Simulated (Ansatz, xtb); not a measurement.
## Relative energy of two isomers of C6H5NOSi

We compare a, `N#CC1=CC(C=O)=C[SiH2]1`, a singlet, with b, `N#CC1=CC=C(C=O)[SiH2]1`, a singlet. Both are isolated molecules in the gas phase, relaxed with PBE-D3(BJ)/def2-SVP; each stands in its lowest conformer found.

Which of the two would you expect CCSD(T)/def2-SVP + ΔMP2/def2-TZVPP electronic energies to favour?

CCSD(T)/def2-SVP + ΔMP2/def2-TZVPP gives E(b) − E(a) = −0.021 eV, slightly favouring structure b, which is too small a margin to settle the true order.

Level by level:

| level | geometry | E(b) − E(a) (eV) | departure from the last row (eV) | job, with rough time for the two |
| --- | --- | --- | --- | --- |
| GFN2-xTB | GFN2-xTB | −0.187 | −0.166 | optimisation, 0.24 s |
| HF/STO-3G | GFN2-xTB | +0.038 | +0.059 | single point, 0.92 s |
| r2SCAN-D4/def2-SVP | GFN2-xTB | −0.102 | −0.081 | single point, 11 s |
| PBE-D3(BJ)/def2-SVP | PBE-D3(BJ)/def2-SVP | −0.107 | −0.086 | optimisation, 42 s |
| HF/def2-SVP | PBE-D3(BJ)/def2-SVP | 0.000 | +0.021 | part of the CCSD(T) run |
| MP2/def2-SVP | PBE-D3(BJ)/def2-SVP | −0.068 | −0.047 | part of the CCSD(T) run |
| CCSD(T)/def2-SVP | PBE-D3(BJ)/def2-SVP | −0.031 | −0.009 | single point |
| CCSD(T)/def2-SVP + ΔMP2/def2-TZVPP | PBE-D3(BJ)/def2-SVP | −0.021 |  | single point, 4.7 min |

As drawn, both hold the same kinds of bond in the same numbers.

The largest departure from CCSD(T)/def2-SVP + ΔMP2/def2-TZVPP is that of GFN2-xTB, 0.166 eV. The last row adds to CCSD(T) the change of the MP2 difference between the two basis sets, here +0.009 eV.

With thermal terms from frequencies at re-optimised GFN2-xTB minima (ideal gas, soft modes damped towards free rotors, one conformer each, 298.15 K, 1 atm): the zero-point term adds +0.002 eV; ΔH is −0.017 and ΔG −0.021 eV.

The correlated steps freeze 13 core orbitals. Programs: Ansatz 0.2.0, xtb 6.7.1; the last row on 2 threads of Arm Neoverse V1 on a shared host.
